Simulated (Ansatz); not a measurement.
Isolated molecules relaxed with PBE0-D4/def2-TZVP in Ansatz; ΔE leaves out vibrations. CCSD(T)/CBS is the MP2 limit (def2-TZVPP, def2-QZVPP) plus CCSD(T) − MP2 in def2-TZVPP, frozen cores. This one scheme is used for every species. Functionals use def2-TZVPP. Each species was taken in one conformer, which may not be the lowest.

`CC(Cl)[SiH2]O` + H–F → `O[SiH2]C(F)Cl` + CH₄  (substitution at a C–C bond)

(1) Is it downhill or uphill in electronic energy at CCSD(T)/CBS, and by how much? (Estimate.)

(2) What do these levels give: ωB97X-V, B2PLYP, r2SCAN, CCSD(T)/def2-TZVPP, HF/def2-QZVPP, CCSD/CBS(def2)? (Estimate.)

Largest T1 diagnostic among the species: 0.011.

## Answers

(1) The calculation gave: Uphill: ΔE = +14.2 kcal/mol.

(2) Computed: ωB97X-V 10.2, B2PLYP 10.3, r2SCAN 9.1, CCSD(T)/def2-TZVPP 13.3, HF/def2-QZVPP 8.9, CCSD/CBS(def2) 14.0 kcal/mol.

The D4 term adds +2.1 kcal/mol with B3LYP and +1.1 kcal/mol with PBE0; it sums over pairs of atoms, weighted by their polarisabilities, and B3LYP, whose exchange is more repulsive, gets the larger term. From PBE to PBE0 (25 % exact exchange), in def2-TZVPP and without D4, ΔE moves by +2.2 kcal/mol.

B3LYP here is the variant with VWN-RPA as its local correlation; programs differ in this.
